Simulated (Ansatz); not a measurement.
`N=[C](Cl)[AlH][F]` and `CC(=N)Cl` differ in one atom or group.

Ansatz, PBE0-D4/def2-TZVP geometries, multiplicity 1. Each molecule was computed in one conformer, which needn't be the lowest.

| property | `N=[C](Cl)[AlH][F]` |
| --- | --- |
| size of the dipole moment (ωB97M-V/def2-TZVPP) / D | 1.10 |
| LUMO energy (ωB97M-V/def2-TZVPP) / eV | -0.21 |
| HOMO–LUMO gap (PBE/def2-TZVPP) / eV | 3.84 |
| HOMO energy (ωB97M-V/def2-TZVPP) / eV | -10.34 |
| HOMO energy (B3LYP/def2-TZVPP) / eV | -7.93 |
| HOMO energy (PBE/def2-TZVPP) / eV | -6.80 |

Problem. Give the same properties after the change, and the shifts. (Estimate.)

Solution. Computed: 
| property | `CC(=N)Cl` | shift |
| --- | --- | --- |
| size of the dipole moment (ωB97M-V/def2-TZVPP) / D | 0.89 | -0.21 |
| LUMO energy (ωB97M-V/def2-TZVPP) / eV | 1.91 | 2.12 |
| HOMO–LUMO gap (PBE/def2-TZVPP) / eV | 5.29 | 1.45 |
| HOMO energy (ωB97M-V/def2-TZVPP) / eV | -10.58 | -0.24 |
| HOMO energy (B3LYP/def2-TZVPP) / eV | -8.00 | -0.07 |
| HOMO energy (PBE/def2-TZVPP) / eV | -6.76 | 0.04 |

With PBE0 the HOMO falls by 0.10 eV and the LUMO rises by 1.72 eV, so the gap widens by about 1.82 eV. PBE moves the HOMO by 0.04 eV and ωB97M-V by -0.24 eV. Dipoles are sizes alone; their direction can turn.

B3LYP here is the variant with VWN-RPA as its local correlation; programs differ in this.
